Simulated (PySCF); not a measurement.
Ge(H)(OH) (GeH2O), SMILES [GeH][OH] (connectivity only; charge and spin as stated), neutral, multiplicity 1. Atoms are numbered in the order given.

```xyz
4

Ge     0.0464     0.3903     0.0000
H     -1.5676     0.5001     0.0000
O      0.1049    -1.3957     0.0000
H     -0.7549    -1.8235     0.0000
```
Charge 0, spin multiplicity 1.

The structure is a stationary point at PBE0-D3(BJ)/def2-TZVP.

Method: CAM-B3LYP/def2-TZVPD (PySCF).

The molecule is in vacuum.

* **total energy**: -2153.55731 hartree
* **point group**: Cs
* **highest occupied level**: -8.32 eV
* **lowest empty level**: -1.31 eV
* **orbital gap**: 7.01 eV
* **dipole moment**: 1.21 D
* **quadrupole, principal values (traceless, Buckingham form, about the centre of nuclear charge)**: -5.36, 2.46, 2.90 D·Å
* **mean static polarisability**: 39.1 bohr³ (5.79 Å³)
* **polarisability, principal values**: 32.4, 41.3, 43.6 bohr³
